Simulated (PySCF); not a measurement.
Gas-phase reaction: Ga2F6 + 3 Br2 = 2 GaBr3 + 6 F, at 2500 K and a standard pressure of 1 bar. Level: PBE/def2-TZVP†.

Energies from PySCF, thermal terms from the rigid-rotor harmonic-oscillator model, ideal gas at 1 bar. † marks an energy on the PBE0/def2-TZVP geometry and frequencies. Open shells (unrestricted): F (multiplicity 2, electronic degeneracy 6); the rest are closed-shell singlets. Spin-orbit splitting is ignored; it lowers the true energy and changes the entropy of F. Br, Ga: all electrons, no relativistic terms. Ga2F6: computed as isolated molecules; such fragments, hydroxides, amides, oligomers or adducts are transient or little studied in the gas. The harmonic model lacks anharmonicity and excited electronic states, which grow with temperature; levels with a mode under 35 cm⁻¹ are left out. Soft modes under 120 cm⁻¹ make the harmonic entropy rough for Ga2F6, GaBr3.

```csv
species,E (Ha),H(2500 K) − E (kJ/mol),S°(2500 K) (J/mol/K)
Ga2F6,-4448.19507,459.2,795.8
Br2,-5147.53265,93.6,323.8
GaBr3,-9646.04568,208.0,534.8
F,-99.66914,52.0,204.7
```
E: electronic energy; H − E holds the zero-point and thermal terms. 1 Ha = 2625.5 kJ/mol.

Work out ΔH°, ΔS°, ΔG° and log10 K from these numbers.

1. ΔE = 2×(-9646.04568) + 6×(-99.66914) − 1×(-4448.19507) − 3×(-5147.53265) = 0.68682 Ha = 1803.2 kJ.
2. Δ(H − E) = 2×(208.0) + 6×(52.0) − 1×(459.2) − 3×(93.6) = -12.0 kJ, so ΔH° = 1791.2 kJ.
3. ΔS° = 2×(534.8) + 6×(204.7) − 1×(795.8) − 3×(323.8) = 530.6 J/K; the number of gas molecules changes by +4.
4. ΔG° = ΔH° − TΔS° = 1791.2 − 2500×(530.6)/1000 = 464.7 kJ.
5. log10 K = −ΔG°/(RT ln 10) = -9.71, with RT ln 10 = 47.86 kJ/mol; at standard pressures the reactants are favoured.
6. A shift of 10 kJ in ΔE would move log10 K by 0.21 here.
For scale, ΔH°(298 K) is 1790 kJ at this level, 1681 kJ at ωB97M-V/def2-TZVP†, and runs from 859 to 2181 kJ over the 18 levels computed.
